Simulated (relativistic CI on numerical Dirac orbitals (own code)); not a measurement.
# Slater and spin-orbit integrals, Tb24+

These numbers are calculated, not measured: Dirac-Coulomb-Breit CI, separate exchange-only KLI orbitals for each configuration, a model potential for QED, unscaled Slater integrals (own radial code, finite nucleus).

Slater integrals F^k, G^k are unscaled and averaged over j, outside the closed core [Ar] 3d10; ζ comes from projecting the Hamiltonian with its Breit term on Σ l·s of the shell.

- 4s²4p⁶4d⁵: F^2(4d,4d) = 187930, F^4(4d,4d) = 127670, ζ(4d) = 26642 cm⁻¹; <r>(4d) = 0.5373, <r^2>(4d) = 0.3298 (bohr units).
- 4s²4p⁵4d⁶: ζ(4p) = 223040, F^2(4d,4d) = 187900, F^4(4d,4d) = 127650, F^2(4p,4d) = 191050, G^1(4p,4d) = 239480, G^3(4p,4d) = 152590, ζ(4d) = 26536 cm⁻¹; <r>(4p) = 0.5247, <r^2>(4p) = 0.3112, <r>(4d) = 0.5373, <r^2>(4d) = 0.3299 (bohr units).
- 4s²4p⁶4d⁴4f: F^2(4d,4d) = 187850, F^4(4d,4d) = 127610, ζ(4d) = 26637, F^2(4d,4f) = 186710, F^4(4d,4f) = 122160, G^1(4d,4f) = 202200, G^3(4d,4f) = 136560, G^5(4d,4f) = 99515, ζ(4f) = 3657.8 cm⁻¹; <r>(4d) = 0.5376, <r^2>(4d) = 0.3302, <r>(4f) = 0.5254, <r^2>(4f) = 0.3152 (bohr units).

(1) Give the Racah parameters of the d shell in 4s²4p⁶4d⁵.

Averages of the first 9 configurations, taken without configuration mixing, which lowers the lowest level and can move excited configurations by several eV; other configurations of the list can lie among them:

| Configuration | Parity | States | Average energy above the lowest level (eV) |
| --- | --- | --- | --- |
| 4s²4p⁶4d⁵ | even | 252 | 21.1 |
| 4s²4p⁵4d⁶ | odd | 1260 | 172.9 |
| 4s²4p⁶4d⁴4f | odd | 2940 | 178.9 |
| 4s4p⁶4d⁵4f | odd | 7056 | 441.2 |
| 4p⁶4d⁷ | even | 120 | 552.9 |
| 4p⁵4d⁸ | odd | 270 | 702.1 |
| 4s²4p⁶4d³5s² | even | 120 | 540.4 |
| 4s²4p⁶4d²4f5s² | odd | 630 | 698.8 |
| 4s4p⁶4d³4f5s² | odd | 3360 | 962.0 |

## Answers

(1) B = F²/49 − 5F⁴/441 = 2388 cm⁻¹ and C = 35F⁴/441 = 10133 cm⁻¹.
